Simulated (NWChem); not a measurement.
# Basis-set convergence for C2HBF2

SMILES: C#CB(F)F
```xyz
6

B      0.0000     0.0000    -0.4772
C      0.0000     0.0000     1.0497
C      0.0000     0.0000     2.2647
H      0.0000     0.0000     3.3409
F      1.1263     0.0000    -1.1578
F     -1.1263     0.0000    -1.1578
```
Charge 0, spin multiplicity 1.

Everything below was run with NWChem. All single points use one geometry, from PBE0/def2-SVP, a minimum by its harmonic frequencies. It is one conformer; others weren't searched.

Quantity: LUMO energy at the level PBE0.

The Pople sets run with spherical d functions. The structure started from a generated list of species.

| basis | functions | LUMO energy (eV) |
|---|---|---|
| 3-21G | 47 | -1.13 |
| 6-31G* | 72 | -1.07 |
| 6-31+G* | 92 | -1.56 |
| 6-311G** | 96 | -1.42 |
| def2-SVPD | 114 | -1.63 |
| aug-pcseg-1 | 124 | -1.60 |
| aug-cc-pVDZ | 124 | -1.60 |
| def2-TZVP | 161 | -1.53 |
| pcseg-2 | 164 | -1.58 |
| def2-TZVPD | 200 | -1.57 |

Smallest basis within 0.1 eV of def2-TZVPD, the largest set run: 6-31+G*, with 92 functions against 200 (also within reach: def2-SVPD, aug-pcseg-1, aug-cc-pVDZ, def2-TZVP, pcseg-2). def2-TZVPD isn't the basis-set limit itself, and a small set can land close by cancellation.
